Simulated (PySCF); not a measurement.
BH3, SMILES B.

The structure is a stationary point at B3LYP-D3(BJ)/def2-TZVPD. The isomer is the one that the SMILES or the coordinates give; other isomers of the formula were not compared.

Two levels are set side by side: TDA-PBE/def2-TZVPD (PySCF) and TDA-M06-2X/def2-TZVPD (PySCF). Vertical, same geometry. The lowest singlet is HOMO→LUMO 100 % with PBE and HOMO→LUMO 97 % with the other functional; states are paired by order. Differences are taken from unrounded values.

```tsv
quantity	TDA-PBE
lowest singlet excitation (eV)	5.63
lowest triplet excitation (TDA) (eV)	4.80
first bright state (f over 0.05) (eV)	8.63
its oscillator strength	0.09
```

### Question
These are the TDA-PBE values. What does TDA-M06-2X give? (Estimate from the structure and the level; the computed values follow.)

### Answer

| quantity | TDA-M06-2X | TDA-PBE minus TDA-M06-2X |
|---|---|---|
| lowest singlet excitation (eV) | 5.73 | -0.09 |
| lowest triplet excitation (TDA) (eV) | 5.12 | -0.32 |
| first bright state (f over 0.05) (eV) | 9.31 | -0.69 |
| its oscillator strength | 0.09 | -0.01 |

Rough cost on one machine, each run with all the roots and properties that it gave: TDA-M06-2X against TDA-PBE about 6 times.
